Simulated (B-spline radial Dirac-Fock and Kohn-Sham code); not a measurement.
Scattering functions of Ti⁺

System: the Ti⁺ ion, configuration 1s2 2s2 2p6 3s2 3p6 3d2 4p1 (not the ground configuration).

Input file task.json (cfg lists n, l and occupation; rrms is the nuclear radius in fm):

```json
{"items": [{
  "Z": 22,
  "q": 1,
  "cfg": [[1, 0, 2], [2, 0, 2], [2, 1, 6], [3, 0, 2], [3, 1, 6], [3, 2, 2], [4, 1, 1]],
  "A": 48,
  "rrms": 3.5921,
  "do": ["scatter"],
  "s": [0.0, 0.05, 0.1, 0.15, 0.2, 0.25, 0.3, 0.35, 0.4, 0.45, 0.5, 0.6, 0.7, 0.8, 0.9, 1.0, 1.1, 1.2, 1.4, 1.6, 1.8, 2.0, 2.5, 3.0, 3.5, 4.0, 5.0, 6.0],
  "pz": [0, 0.1, 0.2, 0.3, 0.4, 0.5, 0.6, 0.8, 1.0, 1.2, 1.4, 1.6, 1.8, 2.0, 2.5, 3.0, 4.0, 5.0, 7.0, 10.0, 15.0, 20.0, 30.0, 40.0, 60.0, 100.0],
  "hv_scatter": [1000, 5000, 8047.8, 17479.3, 20000, 30000, 100000, 500000]
}]}
```

Command: `python xray_run.py task.json out`

The computed values come from a radial finite-basis atomic code: Dirac-Fock orbitals of the configuration average with a finite nucleus. f₀ is the Fourier transform of the spherical electron density, S the Waller-Hartree incoherent function, and s = sin θ/λ.

```
s (Å⁻¹)      f₀       S
      0  21.000   0.000
   0.05  20.396   0.860
    0.1  19.059   2.236
   0.15  17.589   3.529
    0.2  16.119   4.853
   0.25  14.654   6.130
    0.3  13.248   7.306
   0.35  11.966   8.369
    0.4  10.848   9.320
   0.45   9.907  10.165
    0.5   9.133  10.910
    0.6   7.997  12.135
    0.7   7.238  13.079
    0.8   6.677  13.840
    0.9   6.202  14.491
      1   5.753  15.075
    1.1   5.310  15.610
    1.2   4.871  16.101
    1.4   4.037  16.951
    1.6   3.314  17.631
    1.8   2.733  18.160
      2   2.291  18.569
    2.5   1.637  19.246
      3   1.339  19.670
    3.5   1.171  19.982
      4   1.044  20.227
      5   0.820  20.569
      6   0.627  20.766
```

f₀ starts at the number of electrons, 21, and has fallen to half at s ≈ 0.42 Å⁻¹. The sum of ⟨r²⟩ over the electrons is 35.91 bohr².
